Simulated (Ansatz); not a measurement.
CH8AlBOSi, relaxed with RKS PBE0-D4/def2-TZVP in the Gaussian-basis code of Ansatz from a PBE-D4/def2-SVP geometry. The force threshold is 0.005 eV/Å; the program also tests the step.

The species carries charge 0 and has multiplicity 1. The bonds changed during the relaxation, so this is another structure than the one it started from.

Start:

```xyz
13

B    -1.691   -0.656    0.446
C    -0.372   -0.935   -0.257
Al    0.842   -0.080    1.240
Si    0.223    0.338   -1.441
O     1.229    1.182   -0.235
H    -2.289   -1.524    1.061
H    -2.156    0.477    0.455
H    -0.052   -1.983   -0.406
H     2.165   -0.940    1.505
H     0.147    0.755    2.416
H     1.133   -0.098   -2.554
H    -0.745    1.369   -1.943
H     1.566    2.095   -0.285
```

| step | energy (eV) | largest force (eV/Å) | largest move (Å) |
| --- | --- | --- | --- |
| 1 | -18357.7900 | 0.680 | 0.000 |
| 2 | -18357.8438 | 0.349 | 0.032 |
| 3 | -18357.8525 | 0.217 | 0.041 |
| 4 (rejected) | -18357.8434 | 0.182 | 0.092 |
| 5 | -18357.8576 | 0.042 | 0.029 |
| 6 | -18357.8579 | 0.057 | 0.022 |
| 7 | -18357.8581 | 0.014 | 0.007 |
| 8 | -18357.8582 | 0.021 | 0.012 |
| 9 | -18357.8582 | 0.009 | 0.005 |
| 10 | -18357.8583 | 0.006 | 0.006 |
| 11 | -18357.8583 | 0.005 | 0.003 |

End:

```xyz
13

B    -1.707   -0.664    0.422
C    -0.369   -0.920   -0.225
Al    0.864   -0.071    1.224
Si    0.230    0.338   -1.393
O     1.250    1.156   -0.251
H    -2.328   -1.537    0.961
H    -2.160    0.451    0.448
H    -0.051   -1.951   -0.379
H     2.174   -0.927    1.485
H     0.211    0.801    2.379
H     1.093   -0.117   -2.511
H    -0.722    1.366   -1.877
H     1.515    2.077   -0.282
```

It took 54 s on 4 threads of a server CPU on a shared host, with 0.63 GiB of host memory at the peak.
